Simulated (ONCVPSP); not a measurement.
Co: one change to an ONCV potential, before and after

ONCVPSP 4.0.1 input, shortened (lines: element, Z, core and valence counts, functional; n l f; lmax; l rc ep ncon nbas qcut; lloc lpopt rc5 dvloc0; l nproj debl; icmod fcfact rcfact), PBE, scalar-relativistic:

```
  Co 27.00    3    4        4      upf
    1    0    2.00
    2    0    2.00
    2    1    6.00
    3    0    2.00
    3    1    6.00
    3    2    8.00
    4    0    1.00
    2
    0    1.35    0.00    4    7    9.20
    1    0.85    0.00    3    7    8.20
    2    0.95    0.00    4    8   18.70
    4    1    0.80    0.00
    0    3    3.70
    1    1    3.30
    2    2    1.60
    0    0.00    0.00
```

Change: s: qcut 7.3; p: qcut 6.5; d: qcut 14.8.

Cutoffs: the cutoffs (Ha) at which the residual kinetic energy of the hardest occupied pseudo-wave falls to 1 and 0.1 mHa per electron; they do not see the model core or the augmentation charge, which bear on the density cutoff. Errors are all-electron minus pseudo energies relative to the spin-unpolarised reference configuration.

Task: Predict the effect on cutoff, ghosts and configuration errors.

Result: The potential gets harder (117 Ha and 137 Ha → 120 Ha and 221 Ha); the errors of the 4 common tests hardly move; neither file shows a bound ghost.

| quantity | base | changed |
| --- | --- | --- |
| cutoff, loose | 117 Ha | 120 Ha |
| cutoff, tight | 137 Ha | 221 Ha |
| loose cutoff by channel | s 27 Ha, p 34 Ha, d 117 Ha | s 14 Ha, p 120 Ha, d 92 Ha |
| bound ghosts | none | none |
| GHOST(+) flags under 300 eV | none | none |
| error for 3s2 3p6 3d7 4s2, meV [ΔE 1.20 eV] | +4.8 | +5.3 |
| error for 3s2 3p6 3d7 4s1, meV [ΔE 10.23 eV] | +2.0 | +2.2 |
| error for 3s2 3p6 3d7 4s0, meV [ΔE 27.02 eV] | -0.5 | -0.4 |
| error for 3s2 3p6 3d7.5 4s1.5, meV [ΔE 0.24 eV] | +1.8 | +1.9 |
| s: phases at 1.37 bohr within 0.05 rad from the reference energy up to (Ha; the scan ends near 5) | to the end of the scan | to the end of the scan |
| p: phases at 0.86 bohr within 0.05 rad from the reference energy up to (Ha; the scan ends near 5) | to the end of the scan | to the end of the scan |
| d: phases at 0.96 bohr within 0.05 rad from the reference energy up to (Ha; the scan ends near 5) | to the end of the scan | to the end of the scan |
